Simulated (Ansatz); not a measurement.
Ansatz results at the PBE0-D4/def2-TZVP geometry: HOMO–LUMO gap (B3LYP/def2-TZVPP) 4.71 eV; LUMO energy (PBE0/def2-TZVPP) -1.92 eV; LUMO energy (ωB97M-V/def2-TZVPP) -0.06 eV.

Q: Which molecule gave them?
A. `[BH2][Al]([CH3])[O][AlH2]`
B. `C1[SiH2][SnH2][S]1`
C. `B1B[SiH2]1`
D. `C=NCS[SiH3]`

A: C. The others give `C1[SiH2][SnH2][S]1`: 5.20, -0.94, 0.60; `C=NCS[SiH3]`: 5.55, -0.92, 1.29; `[BH2][Al]([CH3])[O][AlH2]`: 4.49, -2.23, -0.30.

B3LYP here is the variant with VWN-RPA as its local correlation; programs differ in this.
